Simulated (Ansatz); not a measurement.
Total energies of the cluster MoO3⁻ from Ansatz at r2SCAN-D4/def2-TZVPD, gas phase (1 Eh = 27.2114 eV = 2625.5 kJ/mol). The reference geometry is relaxed at r2SCAN-D4/def2-TZVPD.

```xyz
4

Mo    0.083    0.076    0.275
O    -0.644   -1.489    0.496
O    -1.023    1.343   -0.169
O     1.585    0.071   -0.603
```

```json
{"state": "charge -1 doublet", "geometry": "reference", "energy (Eh)": "-294.11403"}
{"state": "charge 0 singlet", "geometry": "reference", "energy (Eh)": "-293.99456"}
{"state": "charge -1 quartet", "geometry": "relaxed at r2SCAN-D4/def2-TZVPD", "energy (Eh)": "-293.99894"}
```

In the def2 sets Mo takes a core potential; there is no spin–orbit coupling.

(1) Work out the vertical ionisation energy to the singlet.

(2) Which of the charge -1 states is lowest, and how far above it are the others?

(1) E(charge 0 singlet) − E(charge -1 doublet) = -293.99456 − (-294.11403) = 0.11947 Eh = 3.25 eV. For comparison, −ε of the highest occupied level of the spin that leaves is 0.52 eV at this level, 2.73 eV less.

(2) The doublet. quartet: -293.99894 − (-294.11403) = 0.11509 Eh = 302.2 kJ/mol.

At r2SCAN-D4/def2-TZVPD the highest occupied level of the charge -1 quartet lies above zero (up to 0.95 eV). It is a level of α spin, whose loss leaves a triplet; that state wasn't run at this geometry and level. The electron is either unbound and held by the finite basis, or the level is raised by self-interaction error. 

The structure comes from a short search, and lower isomers may exist.
